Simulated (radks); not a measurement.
The numbers below are computed, except where a source is named.
Numerical settings for the tin ion Sn3+, [Kr] 4d10 5s1. Level of theory: scalar-relativistic Kohn-Sham, SCAN, spin-polarised, spherical densities, finite nucleus; open shells are filled with parallel spins first (spin-orbit coupling, left out, can overturn this in heavy ions); meta-GGA in the generalised Kohn-Sham scheme; Fermi nuclear charge, rms radius 4.6519 fm (a radial shooting solver on a logarithmic mesh with Libxc functionals). The defaults (mesh step 0.008 in ln r, mesh end at 40 bohr or more with all orbitals vanishing there, Anderson mixing 0.5 over 9 steps, residual threshold near 1e-9 with the energy settled to 1e-9 hartree or 1e-11 of itself, here a cap of 93 iterations) give E = -6176.414 hartree and 5s at -36.892 eV in 20 iterations. Run on one thread of a shared host, so times are rough (Intel(R) Xeon(R) 6975P-C): 0.2 s of CPU time, 0.2 s wall, 20 iterations on 2213 mesh points. Changes against that run (0 stands for a change within the tolerance of the run):

setting,iterations,converged,E (mhartree),e(5s) (meV),CPU (s)
mesh step in ln r 0.003,25,yes,+1.19,0,0.61
mesh step in ln r 0.12,2,no,diverged,-,0.01
mesh step in ln r 0.005,22,yes,+1.24,0,0.33
mesh end (bohr) 400,20,yes,+0.922,0,0.2
mesh end (bohr) 5,15,yes,+4.62,+139,0.16
residual threshold 0.001,14,yes,0,-0.0112,0.16
residual threshold 1e-16,93,no,0,0,0.5
mixing 0.05,43,yes,0,0,0.39
"linear mixing, mixing 1",4,no,diverged,-,0.12
"linear mixing, mixing 0.5",33,yes,0,0,0.37
mixing history 3,23,yes,0,0,0.26
iteration cap 3,3,no,+101,-2.36e+03,0.07

Settings that end as converged yet miss the energy by more than 1 mhartree: mesh step in ln r 0.003 (+0.00119 hartree); mesh step in ln r 0.005 (+0.00124 hartree); mesh end (bohr) 5 (+0.00462 hartree). A mesh that ends early acts as a hard wall.
